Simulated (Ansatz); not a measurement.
Calculation: Ansatz (an electronic-structure program) with frozen-core CCSD(T)/cc-pVTZ // PBE0-D3(BJ)/def2-TZVP.

Ansatz 0.2 input:
```yaml
crystal:
  periodic: [false, false, false]
  atoms:
    - { symbol: O, position_ang: [1.861462, 0.877326, -0.129283] }
    - { symbol: C, position_ang: [1.117694, -0.009478, 0.201389] }
    - { symbol: Si, position_ang: [-0.777228, 0.019834, -0.147186] }
    - { symbol: H, position_ang: [1.530886, -0.899062, 0.737328] }
    - { symbol: H, position_ang: [-1.131935, 1.266675, -0.862845] }
    - { symbol: H, position_ang: [-1.114966, -1.181296, -0.956084] }
    - { symbol: H, position_ang: [-1.485913, -0.074, 1.156681] }
basis:
  gaussian: { orbitals: cc-pVTZ }
correlation:
  method: ccsd_t
```

Output:

```
Functional definition: HF
866 factors; integrals over basis functions are off by at most 9.8e-4 eV
mean field evaluation 1: about -10991.0228 eV, gradient 3.3e1 eV
mean field evaluation 2: about -10991.0292 eV, gradient 3.3e1 eV
mean field evaluation 4: about -10993.7273 eV, gradient 3.3e0 eV
mean field evaluation 8: about -10993.7937 eV, gradient 2.0e-1 eV
mean field evaluation 16: about -10993.7790 eV, gradient 8.2e-1 eV
mean field -10993.79387968 eV, -404.0144732169 hartree, gradient 3.5e-6 eV, S^2 0.000000; 0 other end points of the search recorded, 0 dependent functions left out
7 core orbitals not correlated
reference -10993.79387968 eV, -404.0144732169 hartree; 9, 9 occupied and 134, 134 virtual orbitals, 866 factors
second order -14.00809835 eV of doubles, -0.00000000 eV of singles
cycle   1  -14.25610284 eV  change   -2.5e-1 eV  update   9.9e-2
cycle   2  -14.70647080 eV  change   -4.5e-1 eV  update   3.3e-2
cycle   3  -14.82770248 eV  change   -1.2e-1 eV  update   1.7e-2
cycle   4  -14.81483791 eV  change    1.3e-2 eV  update   4.3e-3
cycle   5  -14.81547606 eV  change   -6.4e-4 eV  update   2.0e-3
cycle   6  -14.81619591 eV  change   -7.2e-4 eV  update   5.7e-4
cycle   7  -14.81589555 eV  change    3.0e-4 eV  update   2.5e-4
cycle   8  -14.81584069 eV  change    5.5e-5 eV  update   8.0e-5
cycle   9  -14.81586217 eV  change   -2.1e-5 eV  update   3.6e-5
cycle  10  -14.81585242 eV  change    9.7e-6 eV  update   1.3e-5
perturbative correction -0.59841047 eV, -0.0219911792 hartree
Total energy: -11009.20814257 eV, -404.5809369301 hartree
```

Cost: very roughly 20 core-seconds.
